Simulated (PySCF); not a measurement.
# Shapes and spin states of Ge₂O₂

Computed with PBE0 in PySCF with Ge def2-TZVP, O def2-TZVP; no relativity; density-fitted integrals.

Relaxations began from a few typed shapes and spin states; open shells are unrestricted. The search is not exhaustive: other isomers or separated fragments can lie lower, and high-lying points may rest on an excited occupation.

(1) Order these stationary points by electronic energy, lowest first, in kJ/mol from the lowest minimum.
A. singlet D2h: Ge–O 1.820 Å (×4); Ge–O–Ge 94.2° (×2), O–Ge–O 85.8° (×2)
B. triplet C2h: Ge–Ge 2.396 Å, Ge–O 1.645 Å (×2); Ge–Ge–O 138.8° (×2)
C. triplet D∞h: Ge–Ge 2.657 Å, Ge–O 1.643 Å (×2); Ge–Ge–O 180.0° (×2)

(2) Which of them are minima?

Answers

(1) A (0.0), B (464.7), C (509.7).

(2) By energy in kJ/mol, 0.0: minimum; 464.7: not settled, its softest mode being under 30 cm⁻¹; 509.7: saddle point, 3 imaginary modes.

The electron or spin density has lower symmetry than the nuclear frame for the triplet D∞h at 509.7 kJ/mol.
